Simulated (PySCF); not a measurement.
Calculated NMR parameters of Fc1ccccc1C(F)(F)F

- Formula: C7H4F4
- SMILES: Fc1ccccc1C(F)(F)F
- InChI: InChI=1S/C7H4F4/c8-6-4-2-1-3-5(6)7(9,10)11/h1-4H
- Point group of the computed structure: Cs
- Degrees of unsaturation: 4
- Carbon signals: 7
- Proton signals: 4

Numbering as in the mapped SMILES `[F:1][c:2]1[cH:3][cH:4][cH:5][cH:6][c:7]1[C:8]([F:9])([F:10])[F:11]`; H(Xn) means a hydrogen on atom n.

Theoretical values (PySCF 2.14): NMR shieldings at PBE/pcSseg-2/GIAO, geometry: PBE0-D3(BJ)/def2-SVP, J couplings at B3LYP/pcJ-1 (spin–dipole term only in couplings to heteroatoms). Equivalent nuclei averaged, one conformer, gas phase, no relativistic terms.

Referencing at the same level of theory: $^{1}$H, $^{13}$C against TMS; $^{19}$F vs CFCl3.

| carbon | δC, type | δH (multiplicity, J in Hz) | HMBC from (abs. J ≥ 3 Hz) | span of the C tensor (ppm) |
| --- | --- | --- | --- | --- |
| C2 | 172.8, C | – | H(C6), H(C4), H(C3) | 147 |
| C3 | 123.5, CH | 7.19 (dd, 10.3, 9.3) | H(C5) | 189 |
| C4 | 140.5, CH | 7.61 (m) | H(C6) | 234 |
| C5 | 130.0, CH | 7.29 (t, 8.5) | H(C3) | 227 |
| C6 | 134.5, CH | 7.77 (ddd, 8.7, 6.5, 1.5) | H(C4) | 222 |
| C7 | 129.2, C | – | H(C5), H(C3) | 163 |
| C8 | 137.9, C | – | H(C6) | 21 |

Other nuclei:
| atoms | nucleus | environment | δ (ppm) | σ (ppm) |
| --- | --- | --- | --- | --- |
| F9/F10/F11 | $^{19}$F | fluorine of a CF3 group | -89.7 | 232.6 |
| F1 | $^{19}$F | aryl fluorine | -120.9 | 263.8 |

Selected couplings (Hz, signed; the shortest-range and largest first, 30 at most; isotopes $^{13}$C, $^{19}$F, $^{1}$H): $^{1}J$(C8,F9) -337.2, $^{1}J$(F1,C2) -325.9, $^{1}J$(C6,H(C6)) 172.6, $^{1}J$(C5,H(C5)) 172.4, $^{1}J$(C3,H(C3)) 172.3, $^{1}J$(C4,H(C4)) 169.9, $^{2}J$(C7,F9) 35.4, $^{2}J$(F1,C3) 17.6, $^{2}J$(F1,C7) 9.7, $^{3}J$(F1,H(C3)) 10.3, $^{3}J$(H(C3),H(C4)) 9.3, $^{3}J$(H(C5),H(C6)) 8.7, $^{3}J$(H(C4),H(C5)) 8.3, $^{3}J$(F1,C4) 5.6, $^{3}J$(C6,F9) 4.7, $^{3}J$(C2,F9) 1.9, $^{4}J$(F1,F9) 7.8, $^{4}J$(F1,C5) 7.0, $^{4}J$(F1,H(C6)) 6.5, $^{4}J$(F1,H(C4)) 4.5, $^{4}J$(H(C4),H(C6)) 1.5.

- Carbon types of the structure: 3 × C, 4 × CH, which accounts for all hydrogens.
- δC 172.8: aromatic carbon bearing fluorine; an ipso carbon deshielded by its heteroatom.
- δC 140.5, 134.5, 130.0, 123.5: aromatic CH.
- δC 137.9: CF3 carbon; 3 electronegative neighbours deshield it.
- δC 129.2: substituted aromatic carbon.
- δH 7.77, 7.61, 7.29, 7.19: hydrogen on an aromatic CH; aromatic region.
- The protons at 7.29 and 7.77 share a coupling of 8.7 Hz (vicinal, an ortho-type coupling).

C–F couplings over four or more bonds (about 3 Hz to the para carbon of a fluoroarene) are left out. Common functionals overestimate the size of one-bond C–F couplings by tens of Hz; these are unscaled. Multiplet labels drop couplings under 1 Hz and merge nearly equal ones. Unscaled 3J(H,H) at this level run about 10 % above measured values. Shifts are as computed, not scaled to solution data. Of 1313 compounds with measured shifts, 239 miss one by over three times the rms of a fit or turn the order of signals round; such compounds aren't used in these exercises. Unscaled 19F shifts against computed CFCl3 carry errors that often reach 10 to 50 ppm.
